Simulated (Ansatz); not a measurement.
Isolated molecules relaxed with PBE0-D4/def2-TZVP in Ansatz; ΔE leaves out vibrations. CCSD(T)/CBS adds triple-zeta CCSD(T) − MP2 to the extrapolated MP2 energy (def2 sets, frozen cores). Functionals use def2-TZVPP. Elements past krypton have def2 core potentials. For Nb, Ta outer-core shells are correlated without core-valence functions, which leaves a few kJ/mol of doubt a bond. One conformer a species, not always the lowest.

Reaction (redistribution): `[NH]=[Nb]([NH2])([OH])[F]` + `[NH]=[Ta]([NH2])([OH])[OH]` → `[NH]=[Nb]([OH])([OH])[F]` + `[NH]=[Ta]([NH2])([NH2])[OH]`

`[NH]=[Nb]([NH2])([OH])[F]`:

```xyz
9

N    -0.485    0.176    1.606
Nb   -0.197   -0.473    0.013
N     1.483    0.383   -0.542
O    -1.601    0.002   -1.178
F    -0.021   -2.354    0.057
H    -0.707    0.431    2.556
H     1.868    0.287   -1.472
H     2.044    1.013    0.009
H    -2.385    0.536   -1.048
```

`[NH]=[Ta]([NH2])([OH])[OH]`:

```xyz
10

N     0.035    1.385   -1.013
Ta   -0.019   -0.183   -0.196
N     0.089    0.258    1.738
O     1.449   -1.309   -0.706
O    -1.642   -1.134   -0.573
H     0.060    2.237   -1.545
H     0.082   -0.432    2.475
H     0.158    1.185    2.125
H     2.213   -1.134   -1.253
H    -2.425   -0.873   -1.054
```

`[NH]=[Nb]([OH])([OH])[F]`:

Cartesian coordinates in Å:
```
N -1.384 0.141 0.472
Nb 0.101 -0.278 -0.339
O 0.845 1.298 -1.084
O 1.301 -1.000 0.939
F -0.269 -1.539 -1.687
H -2.271 0.346 0.905
H 0.506 2.194 -1.080
H 1.172 -1.162 1.874
```

`[NH]=[Ta]([NH2])([NH2])[OH]`:

```xyz
11

N     0.878    1.275    1.008
Ta   -0.055   -0.011    0.229
N     1.281   -1.224   -0.618
N    -1.221    0.891   -1.112
O    -1.160   -1.043    1.414
H     1.364    1.975    1.542
H     2.276   -1.066   -0.645
H     1.051   -2.063   -1.130
H    -1.883    0.416   -1.708
H    -1.203    1.874   -1.332
H    -1.329   -1.022    2.353
```

(1) Is it downhill or uphill in electronic energy at CCSD(T)/CBS, and by how much? (An estimate is asked.)

(2) What do these levels give: r2SCAN-D4, PBE0-D4, BLYP, HF/def2-SVP, CCSD(T)/def2-SVP, SCS-MP2/def2-QZVPP? (Best estimate.)

Largest T1 diagnostic among the species: 0.021, so the coupled-cluster value is less sure than usual.

Answers

(1) Ansatz gave: Uphill: ΔE = +7.7 kJ/mol.

(2) Ansatz gave: r2SCAN-D4 7.1, PBE0-D4 7.3, BLYP 7.7, HF/def2-SVP 8.1, CCSD(T)/def2-SVP 8.0, SCS-MP2/def2-QZVPP 7.8 kJ/mol.

Leaving LDA and LC-ωPBE aside and taking each functional with its dispersion term where it has one, the values, not all of them listed here, spread over 1.2 kJ/mol, from PBE-D4 to BHLYP-D4.
